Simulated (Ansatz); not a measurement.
`[F][AlH][Br]` + CH₃SH → `C[S][AlH][F]` + HBr at 400 K and 1 bar (ligand exchange at the Al–Br bond).

Isolated molecules relaxed with PBE0-D4/def2-TZVP in Ansatz; ΔE leaves out vibrations. CCSD(T)/CBS adds triple-zeta CCSD(T) − MP2 to the extrapolated MP2 energy (def2 sets, frozen cores). This one scheme is used for every species. For Br outer-core shells are correlated without core-valence functions, which leaves a few kJ/mol of doubt a bond. Scalar relativity is left out up to krypton. One conformer a species, not always the lowest.

| species | CCSD(T)/CBS energy (Eh) | H − E (kJ/mol) | S (J/(mol·K)) |
| --- | --- | --- | --- |
| `[F][AlH][Br]` | -2915.86674 | 47.2 | 312.4 |
| CH₃SH | -438.22835 | 138.7 | 269.4 |
| `C[S][AlH][F]` | -780.15488 | 157.0 | 362.0 |
| HBr | -2573.91920 | 27.6 | 207.2 |

H − E and S are ideal-gas, rigid-rotor, harmonic terms from PBE0-D4/def2-TZVP, for one conformer and one mirror image of each species. 1 Eh = 2625.50 kJ/mol, R = 8.31446 J/(mol·K).

Question: By hand: ΔE, ΔH, ΔS and ΔG.

Answer: ΔE = (-780.15488) + (-2573.91920) − (-2915.86674) − (-438.22835) = 0.02101 Eh = 55.2 kJ/mol. Δ(H − E) = 157.0 + 27.6 − 47.2 − 138.7 = -1.3, so ΔH = 53.9 kJ/mol. ΔS = 362.0 + 207.2 − 312.4 − 269.4 = -12.6 J/(mol·K). ΔG = 53.9 − 400 × (-12.6)/1000 = 58.9 kJ/mol.

Question: By hand: the equilibrium constant, and the temperature at which ΔG would vanish if ΔH and ΔS stayed fixed.

Answer: log₁₀ K = −ΔG/(RT ln 10) = -7.7. ΔH and −TΔS have one sign here, so there is no such temperature.

The number of gas molecules stays the same, so ΔS is small and ΔH decides. A doubt of 5 kJ/mol in ΔE shifts log₁₀ K by 0.7 here. Other conformers and mirror images would add mixing entropy, several J/(mol·K) or more a flexible species. These are equilibria of isolated gas molecules and say nothing of rates. Largest T1 diagnostic: 0.012 (customary marks: 0.02 for closed shells, 0.045 for open ones).

ΔS is within the doubt of such terms, so its sign, and with it that verdict, could turn.
